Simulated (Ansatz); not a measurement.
Cost and result for the atomization energy of `FC[SiH](F)Cl` (8 atoms, 7 bonds).

Total charge 0; spin multiplicity 1. Geometry: relaxed with PBE0-D4/def2-TZVP. It is one conformer, not always the lowest. Program: Ansatz. All runs use 4 threads of an Arm Neoverse V1 on a shared host. Times are those of one run each, without the atoms' runs, and a repeat can differ threefold. Electronic energies, without spin–orbit coupling; frozen cores. CCSD(T)/CBS adds CCSD(T) − MP2 in def2-TZVPP to the MP2 limit, and its time is that of the two runs behind it. T1 = 0.011. B3LYP takes the VWN-RPA correlation (the form of Gaussian; ORCA's B3LYP/G).

CCSD(T)/CBS is a level of theory with its own doubt, some kJ/mol a heavy atom from the limit and from the frozen cores, so smaller differences don't rank the functionals.

```csv
level,functions,wall time,atomization (kJ/mol),difference from CCSD(T)/CBS,per bond
PBE-D4/def2-TZVPP (with forces),219,1.9 s,2992.8,39.7,5.7
PBE0-D4/def2-TZVPP,219,2.4 s,2931.8,-21.3,-3.0
B3LYP-D4/def2-TZVPP (with forces),219,3.5 s,2923.6,-29.5,-4.2
B2PLYP/def2-TZVPP,219,3.8 s,2906.1,-47.0,-6.7
r2SCAN-D4/def2-TZVPP (with forces),219,3.9 s,2955.0,1.9,0.3
ωB97X-V/def2-TZVPP,219,6 s,2957.6,4.5,0.6
ωB97M-V/def2-TZVPP (with forces),219,8.5 s,2956.0,2.9,0.4
MP2/def2-QZVPP,401,13 s,3003.9,50.8,7.3
CCSD(T)/def2-TZVPP,219,90 s,2864.5,-88.6,-12.6
CCSD(T)/CBS(def2),–,100 s,2953.1,0.0,0.0
```

The D4 term adds +27.2 kJ/mol with B3LYP and +14.1 kJ/mol with PBE0; it sums over pairs of atoms, weighted by their polarisabilities, and B3LYP, whose exchange is more repulsive, gets the larger term. From PBE to PBE0 (25 % exact exchange), in def2-TZVPP and without D4, the atomization energy moves by −58.4 kJ/mol: exact exchange takes away binding that semilocal exchange gives to molecules. In def2-TZVPP, CCSD(T) changes the Hartree–Fock value by +689.3 kJ/mol (the triples alone add +44.8 kJ/mol) and MP2 by +775.3 kJ/mol; breaking electron pairs costs correlation energy, which Hartree–Fock lacks.
